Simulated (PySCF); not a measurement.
Excitation energy of V by level of theory

V [Ar] 3d3 4s2 (4F) → V [Ar] 3d3 4s1 4p1 (high-spin determinant), as a difference of total energies. All numbers are calculated (PySCF 2.14, no relativity, point nucleus, in aug-cc-pVTZ with one added diffuse shell each of s, p, d, f, g type (9s8p6d4f3g, 118 functions)). Correlated levels: valence: [Ar] frozen. The calculations carry no spin-orbit coupling.

| method | excitation energy (eV) |
| --- | --- |
| UHF | 0.999 |
| LDA | 2.169 |
| PBE | 1.965 |
| PBE0 | 1.806 |
| r2SCAN | 1.600 |
| r2SCAN0 | 1.670 |
| BP86 | 2.051 |
| B2PLYP | 2.177 |
| MP2 (valence) | 1.759 |
| SCS-MP2 (valence) | 2.047 |

**Question.** How much does correlation contribute at MP2 (valence)?

**Answer.** 1.759 − (0.999) = 0.760 eV, measured against UHF.

A first-order spin-orbit estimate (lowest level to lowest level, LS coupling) adds -0.010 eV.

The determinant of the upper state mixes LS terms, which raises its energy above the lowest term, most at the Hartree-Fock and MP2 levels.
